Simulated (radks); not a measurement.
Results of a calculation; reference values are marked as such.
Spherical quantum dot in the effective-mass picture: electrons in a hard-walled sphere of radius 5.55, with a point charge +2 (a donor) at the centre, all in effective atomic units (hartree* = m*/eps^2 hartree, bohr* = eps/m* bohr), one dielectric constant everywhere. Level of theory: non-relativistic Kohn-Sham, LDA (Slater exchange, Perdew-Wang correlation), spin-polarised, spherical densities (a radial shooting solver with Libxc functionals). Levels are named by radial order and angular momentum (1s, 1p, 1d, 2s, ...), and open shells are averaged over m. Results are scaled to m* = 0.044 and eps = 15.5, for which hartree* = 4.984 meV and bohr* = 18.64 nm.

N = 18, configuration 1s2 1p6 1d(up 5, down 3) 2s2. This is the lowest configuration that the search found. Occupied and some empty levels:

level    occupation  eigenvalue (meV)  <r> (nm)
1s up             1            17.929     29.87
1s down           1            17.949     28.16
2s up             1            18.821     60.95
2s down           1            18.893     62.54
1p up             3            18.933     72.67
1p down           3            19.022     72.58
1d up             5            19.657     75.05
1d down           3            19.749     75.02
1f up             0            20.646     76.92
1f down           0            20.739     76.91
1g up             0            21.882     78.50
1g down           0            21.975     78.51
2p up             0            22.645     51.25
2p down           0            22.691     51.14

Energy (meV): total 152.948, kinetic 54.985, external -75.162, Hartree 200.35, exchange-correlation -27.221.

Electron density:

r (nm)  n(r) (e/nm^3)
2.84        0.0003001
8.00        0.0001059
13.2       0.00004017
18.3       0.00001632
23.5        7.164e-06
28.6        3.605e-06
33.8        2.329e-06
38.9        2.099e-06
44.1        2.421e-06
49.2        3.085e-06
54.4        3.980e-06
59.5        4.982e-06
64.7        5.930e-06
69.8        6.588e-06
75.0        6.697e-06
80.2        6.053e-06
85.3        4.655e-06
90.5        2.821e-06
95.6        1.117e-06
101         1.324e-07
